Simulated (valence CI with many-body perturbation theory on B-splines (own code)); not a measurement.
# Questions on As I

Method: valence CI with perturbative core correlation (CI+MBPT): five valence electrons over a frozen Dirac-Fock core [Ar] 3d10, radial functions for each j: 9 s, 9 p, 8 d, 6 f, 3 g, 1 h, with the one-electron correlation potential Σ1, the two-electron term Σ2, the three-electron term Σ3, Breit, model QED; selected CI, second order for the rest, scaled by the run's own slope (own B-spline code, finite nucleus).

Set against measurement, 11 paired levels are off by 83 cm⁻¹ on average, the worst by 124. These come from a selection out of the NIST Handbook of Basic Atomic Spectroscopic Data. Levels without a partner in it may be off by more. Among the levels kept, up to 2200 cm⁻¹ of a level comes from second order outside the variational space, and about a tenth of that is noise between levels of different J, which matters for small intervals.

Rates and lifetimes use the calculated energies. Strong lines usually hold to 10 to 20 %, long lifetimes can be off by a factor of two.

Question: What is the ground level?

Answer: 4s2.4p3 4S°_3/2, composition 94 % 4s2.4p3 4S°, g = 1.998.

Question: What is the ionisation energy?

Answer: 9.7529 eV; NIST lists 9.78855 eV (measured).

Question: Name the longest-lived excited levels whose lifetime is computed, and their main decay.

Answer: 4s2.4p3 2D°_5/2 at 1.364 eV lives 208 s, mostly by E2 to 4s2.4p3 4S°_3/2; 4s2.4p3 2D°_3/2 at 1.319 eV lives 18.1 s, mostly by M1 to 4s2.4p3 4S°_3/2; 4s2.4p3 2P°_1/2 at 2.266 eV lives 990 ms, mostly by M1 to 4s2.4p3 4S°_3/2.

Question: Where does the other parity begin?

Answer: At 4s2.4p2.5s 4P_1/2, 6.270 eV.

Question: Among levels below 8.361 eV, which E1 lines absorb most strongly from the ground level?

Answer: to 4s2.4p2.5s 4P_5/2 at 189.4 nm, f = 0.165; to 4s2.4p2.4d 4P_5/2 at 159.4 nm, f = 0.117; to 4s2.4p2.5s 4P_3/2 at 194.1 nm, f = 0.109.

Question: How well does LS coupling describe the low levels?

Answer: Among the lowest 20 levels the leading LS term, summed over configurations, holds 87 % on average. For single configurations the figures are 80 % in LS and 60 % in jj coupling. Terms mix most in the J = 3/2 level at 7.672 eV, where the leading one holds 34 %.

Question: What are the static dipole polarisabilities of the lowest levels?

Answer: 4s2.4p3 4S°_3/2 30.1; 4s2.4p3 2D°_3/2 33.0 (tensor -1.8); 4s2.4p3 2D°_5/2 33.1 (tensor -0.85); 4s2.4p3 2P°_1/2 35.6 bohr³, of which the core gives 0.510. The recommended value for the atom is 30 ± 1 bohr³ (Schwerdtfeger and Nagle, table of static dipole polarizabilities (2023 update)).
